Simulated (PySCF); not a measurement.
Polarisability and C₆ of Tm(61+) (thulium, charge +61)

[He] 2s2 2p4, high-spin 3P determinant. Computed with PySCF 2.14 in an even-tempered Gaussian basis (19 s from 37 bohr⁻², ratio 2.2; 13 p from 48 bohr⁻², ratio 2.2; 5 d from 190 bohr⁻², ratio 2.4; 5 f from 280 bohr⁻², ratio 2.4; 4 g from 430 bohr⁻², ratio 2.4), with the spin-free X2C one-electron Hamiltonian (Gaussian nucleus). Coupled (time-dependent) response in atomic units; α is the mean over directions.

| method | mean α (bohr³) | α xx, yy, zz | C₆ (like pair) | S(−4) |
| --- | --- | --- | --- | --- |
| UHF | 9.246e-05 | 0.0001213, 3.482e-05, 0.0001213 | 6.647e-07 | 3.772e-08 |
| PBE0 | 9.219e-05 | 0.0001208, 3.490e-05, 0.0001208 | 6.625e-07 | 3.790e-08 |

S(−4) is the Cauchy moment in α(ω) = α(0) + S(−4) ω² + …

Spin-orbit coupling is absent.

α(iu) at UHF:

```
u (hartree)  α(iu) (bohr³)
          0      9.246e-05
       10.0      8.891e-05
       20.0      8.039e-05
       40.0      6.226e-05
       60.0      5.046e-05
       80.0      4.356e-05
        100      3.926e-05
        150      3.303e-05
        200      2.900e-05
        300      2.278e-05
        500      1.416e-05
```

A single London oscillator, α(iu) = α/(1 + u²/ω²), gives C₆ = (3/4) ω α². Matching the computed C₆ needs ω = 4 × 6.647e-07 / (3 × 9.246e-05²) = 104 hartree.

For an ion, C₆ is the dispersion term alone; charge-induced terms of lower order in 1/R come first.

The components differ because the open shell of this determinant is not spherical; for a pure term their mean is the scalar polarisability.

Spin-orbit coupling is strong in this species (close to jj coupling), so the high-spin LS determinant is a model state, not a physical level.
